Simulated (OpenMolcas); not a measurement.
Computed levels of 4d⁷ in ions with 43 electrons, in cm-1 above ⁴F_9/2.

```
Program             : OpenMolcas 26.06
Method              : CASSCF
Basis               : ANO-RCC-VQZP
Scalar Hamiltonian  : DKH2, point nucleus
Spin-orbit coupling : RASSI with atomic mean-field integrals over the reference wave functions, term energies averaged over their components
```

Active space for each ion: 7 electrons in 5 orbitals (4d).

```json
{"Level": "⁴F_7/2", "Rh2+": "2100", "Ag4+": "3491"}
{"Level": "⁴F_5/2", "Rh2+": "3482", "Ag4+": "5649"}
{"Level": "⁴F_3/2", "Rh2+": "4372", "Ag4+": "6997"}
{"Level": "⁴P_5/2", "Rh2+": "14967", "Ag4+": "18597"}
{"Level": "⁴P_3/2", "Rh2+": "15029", "Ag4+": "18306"}
{"Level": "²G_9/2", "Rh2+": "15510", "Ag4+": "19367"}
{"Level": "⁴P_1/2", "Rh2+": "16419", "Ag4+": "20860"}
{"Level": "²G_7/2", "Rh2+": "17612", "Ag4+": "22841"}
{"Level": "²H_11/2", "Rh2+": "20560", "Ag4+": "25761"}
```

Problem. Estimate ⁴F_3/2, ⁴P_5/2, ⁴P_3/2 for Pd3+ from its neighbours Rh2+ and Ag4+.

Solution. ⁴F_3/2 is fine structure, which grows about as the fourth power of a screened charge, so the fourth roots are averaged: ((4372^0.25 + 6997^0.25) / 2)^4 = 5569. The calculation gives 5563, so the estimate is off by +0.1 %.
⁴P_5/2 is another term, which grows about linearly with the charge: (14967 + 18597) / 2 = 16782. The calculation gives 16784, so the estimate is off by 0 %.
⁴P_3/2 is another term, which grows about linearly with the charge: (15029 + 18306) / 2 = 16668. The calculation gives 16718, so the estimate is off by -0.3 %.

Mixed levels, with the weight of the term that names them: Ag4+ ⁴P_3/2 (72 %).

Without dynamic correlation excited terms often stand tens of per cent too high (terms of higher spin than the ground term too low), and those without a measured partner can miss by more than the paired ones. Levels of configurations with an s electron are missing; early in the row they begin among the upper levels of the d shell and mix with terms of their name (holds for Rh2+). Only configurations of the active space appear.
